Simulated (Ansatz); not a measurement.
Relaxation of Cl2FH3Sn (7 atoms, charge 0, multiplicity 1), to a largest force component of 0.03 eV/Å in at most 50 steps.

Level of theory: RKS r2SCAN-D4/def2-SVP (Ansatz 0.2.0).

```xyz
7
Properties=species:S:1:pos:R:3
Sn -0.121 -0.182 -0.079
H -0.018 -0.043 1.643
Cl 2.058 -0.266 -0.940
Cl -1.238 1.684 -0.948
H -0.934 -1.564 -0.662
F 1.252 2.107 1.435
H 1.057 1.430 2.034
```

Where does it end, and by what steps?

The forces met the threshold. After 22 steps the energy has fallen by 0.291 eV; H7 moved furthest, 1.14 Å.

```tsv
step	energy less start (eV)	largest force component (eV/Å)	accepted
0	0.0000	0.260	yes
1	-0.0121	1.064	yes
2	0.0259	2.400	no
3	-0.0312	0.731	yes
4	-0.0440	0.832	yes
5	-0.0669	0.181	yes
6	-0.0865	0.292	yes
7	0.0253	2.527	no
8	-0.1008	0.214	yes
9	-0.1142	0.298	yes
10	-0.1138	1.465	no
11	-0.1279	0.089	yes
12	-0.1419	0.171	yes
13	-0.1579	0.802	yes
14	-0.1727	1.712	yes
15	-0.2154	1.686	yes
16	-0.2715	0.443	yes
17	-0.2726	0.432	yes
18	-0.2825	0.292	yes
19	-0.2851	0.113	yes
20	-0.2851	0.119	yes
21	-0.2878	0.112	yes
22	-0.2907	0.023	yes
```

```xyz
7
Properties=species:S:1:pos:R:3
Sn -0.267 -0.205 0.056
H -0.562 -0.363 1.719
Cl 2.084 -0.008 -0.319
Cl -1.273 1.715 -0.829
H -0.711 -1.490 -0.976
F 1.034 1.907 1.679
H 1.750 1.611 1.153
```

Whether the end is a true minimum wasn't checked by a vibrational analysis.

The run took 91 s on 2 threads of Arm Neoverse V2 (shared host), peak memory 0.15 GiB.
